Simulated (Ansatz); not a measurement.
`C[CH2][SnH2][SiH3]` and `[CH3][SnH2][SiH3]` differ in one atom or group.

Ansatz, PBE0-D4/def2-TZVP geometries, multiplicity 1. Each molecule was computed in one conformer, which needn't be the lowest.

Elements past krypton have def2 core potentials.

```tsv
property	`C[CH2][SnH2][SiH3]`
HOMO–LUMO gap (B3LYP/def2-TZVPP) / eV	7.10
size of the dipole moment (PBE/def2-TZVPP) / D	1.00
size of the dipole moment (ωB97M-V/def2-TZVPP) / D	0.88
LUMO energy (ωB97M-V/def2-TZVPP) / eV	1.43
HOMO energy (PBE0/def2-TZVPP) / eV	-7.53
size of the dipole moment (B3LYP/def2-TZVPP) / D	0.95
```

Problem. What does the change do to each property? (Estimate.)

Solution. Ansatz gave: 
| property | `[CH3][SnH2][SiH3]` | shift |
| --- | --- | --- |
| HOMO–LUMO gap (B3LYP/def2-TZVPP) / eV | 7.26 | 0.16 |
| size of the dipole moment (PBE/def2-TZVPP) / D | 0.77 | -0.23 |
| size of the dipole moment (ωB97M-V/def2-TZVPP) / D | 0.68 | -0.20 |
| LUMO energy (ωB97M-V/def2-TZVPP) / eV | 1.38 | -0.05 |
| HOMO energy (PBE0/def2-TZVPP) / eV | -7.72 | -0.19 |
| size of the dipole moment (B3LYP/def2-TZVPP) / D | 0.73 | -0.22 |

Dipoles are sizes alone; their direction can turn.

B3LYP here is the variant with VWN-RPA as its local correlation; programs differ in this.
